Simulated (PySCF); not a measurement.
Ga(Cl)(Et)(Vi), SMILES C=[CH][Ga]([Cl])[CH2]C, CAM-B3LYP/def2-SVP optimised geometry.

```
14

Ga    -0.71    -0.83     0.00
Cl    -1.68    -2.77     0.00
C      1.25    -0.83     0.00
C      1.91    -2.21    -0.02
H      1.57    -0.25     0.88
H      1.57    -0.23    -0.87
H      1.63    -2.78    -0.91
H      1.62    -2.81     0.86
H      3.01    -2.12    -0.01
C     -1.93     0.69     0.00
C     -1.49     1.95     0.00
H     -3.01     0.52     0.00
H     -2.17     2.81     0.00
H     -0.42     2.19     0.00
```

Density from CAM-B3LYP/def2-TZVP in PySCF at that geometry.

Minimum of the electron density along straight lines between bonded atoms, close to the bond critical point (lines longer than 1.1 times the sum of covalent radii, or with two minima, are not listed):

| bond | length / Å | ρ at the minimum / e bohr⁻³ | ∇²ρ there / e bohr⁻⁵ | position (fraction from the first atom) |
|---|---|---|---|---|
| Ga1–Cl2 | 2.170 | 0.092 | 0.26 | 0.44 |
| Ga1–C3 | 1.964 | 0.118 | 0.17 | 0.48 |
| C3–C4 | 1.528 | 0.242 | -0.59 | 0.51 |
| C3–H5 | 1.104 | 0.268 | -0.88 | 0.64 |
| C3–H6 | 1.104 | 0.268 | -0.88 | 0.64 |
| C4–H7 | 1.100 | 0.274 | -0.93 | 0.64 |
| C4–H8 | 1.100 | 0.274 | -0.93 | 0.64 |
| C4–H9 | 1.102 | 0.273 | -0.92 | 0.64 |
| Ga1–C10 | 1.943 | 0.121 | 0.22 | 0.48 |
| C10–C11 | 1.337 | 0.350 | -1.07 | 0.49 |
| C10–H12 | 1.096 | 0.276 | -0.96 | 0.65 |
| C11–H13 | 1.097 | 0.279 | -0.98 | 0.65 |
| C11–H14 | 1.096 | 0.279 | -0.98 | 0.65 |
